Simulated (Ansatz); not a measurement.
Wavefunction ladder for C₄H₉ClFGaO (`CC(C)(C)[O][Ga]([F])[Cl]`)

```xyz
17

C     0.635    1.066   -0.817
C     0.240    0.088    0.279
C    -1.110    0.459    0.874
C     1.307    0.031    1.360
O     0.181   -1.241   -0.259
Ga   -0.902   -1.730   -1.552
F    -2.019   -0.613   -2.298
Cl   -0.904   -3.711   -2.271
H    -0.131    1.106   -1.597
H     0.753    2.075   -0.416
H     1.584    0.764   -1.267
H    -1.404   -0.274    1.628
H    -1.880    0.498    0.097
H    -1.070    1.442    1.349
H     1.428    1.007    1.835
H     1.031   -0.698    2.124
H     2.264   -0.269    0.930
```

Total charge 0; spin multiplicity 1. Correlated methods include outer-core shells of Ga, which these sets cover unevenly. Scalar relativity is left out up to krypton. Geometry: relaxed with PBE0-D4/def2-TZVP. It is one conformer, not always the lowest. Frozen core, restricted reference, the Gaussian-basis code of Ansatz.

| basis | HF (Eh) | MP2 corr. | CCSD corr. | (T) | CCSD(T) total |
| --- | --- | --- | --- | --- | --- |
| def2-SVP | -2713.25707 | -1.28846 | ? | ? | ? |
| def2-TZVPP | ? | ? | -1.64478 | -0.06520 | ? |
| def2-QZVPP | -2714.12122 | -1.94973 | – | – | – |

Fill in the withheld values. (Estimate.)

Computed: def2-SVP CCSD corr.: -1.34355; def2-SVP (T): -0.03754; def2-SVP CCSD(T) total: -2714.63816; def2-TZVPP HF (Eh): -2714.05251; def2-TZVPP MP2 corr.: -1.59694; def2-TZVPP CCSD(T) total: -2715.76249.
